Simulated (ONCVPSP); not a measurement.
# Which change was made? (Pb, ONCV)

* Element: lead
* Generator: ONCVPSP 4.0.1
* Type: optimised norm-conserving Vanderbilt (ONCV)
* Functional: PBEsol
* Relativity: scalar-relativistic
* Frozen core: [Kr] 4d10 4f14
* Valence charge: 22
* Reference configuration: 5s2 5p6 5d10 6s2 6p2
* Partial waves: 5s+6s: rc 1.55 bohr, ncon 4, nbas 8, qcut 9.1 1/bohr, 2 projectors; 5p+6p: rc 1.35 bohr, ncon 4, nbas 7, qcut 8.8 1/bohr, 2 projectors; 5d: rc 1.30 bohr, ncon 4, nbas 7, qcut 6.6 1/bohr, 2 projectors, debl 1.1 Ha
* Local potential: polynomial inside 1.15 bohr (lpopt 5, dvloc0 2 Ha)
* Core correction: polynomial model core, fcfact 0.4

Cutoffs, loose and tight: the cutoffs (Ha) at which the residual kinetic energy of the hardest occupied pseudo-wave falls to 1 and 0.1 mHa per electron. They do not see the model core or the augmentation charge, which bear on the density cutoff. Test errors are all-electron minus pseudo excitation energies from the reference, over the configurations 5s2 5p6 5d10 6s2 6p1; 5s2 5p6 5d10 6s2 6p0; 5s2 5p6 5d10 6s1 6p0; 5s2 5p6 5d10 6s2 6p1.5; variants that change the core or the reference have their own tests.

The base gives: outcome: generated; cutoff, loose: 32 Ha; cutoff, tight: 49 Ha; bound ghosts: none; GHOST(+) flags above zero: s; largest test error (meV): -26.

(1) After one change the result is: outcome: generated, projector energies reset by the program; cutoff, loose: 22 Ha; cutoff, tight: 48 Ha; bound ghosts: none; GHOST(+) flags above zero: s; largest test error (meV): -12. Which change was it?
A. core [Kr] 4d10 4f14 5s2, valence charge 20; reference 5p6 5d10 6s2 6p0.5; waves now 6s: rc 1.90 bohr, ncon 3, nbas 8, qcut 3.3 1/bohr, 2 projectors, debl 0.6 Ha; 5p+6p: rc 1.65 bohr, ncon 3, nbas 7, qcut 8.8 1/bohr, 3 projectors, debl 1.9 Ha; 5d: rc 1.80 bohr, ncon 5, nbas 10, qcut 7.2 1/bohr, 2 projectors, debl 1.3 Ha; local potential polynomial inside 1.40 bohr (lpopt 5, dvloc0 6 Ha)
B. fully relativistic
C. s: qcut 11.5; p: qcut 11.1; d: qcut 8.3

Answers

(1) A. The others give: s: qcut 11.5; p: qcut 11.1; d: qcut 8.3 → outcome: generated; cutoff, loose: 41 Ha; cutoff, tight: 48 Ha; bound ghosts: none; GHOST(+) flags above zero: s; largest test error (meV): -23 | fully relativistic → outcome: generated; cutoff, loose: 32 Ha; cutoff, tight: 71 Ha; bound ghosts: none; GHOST(+) flags above zero: s; largest test error (meV): -4.5.
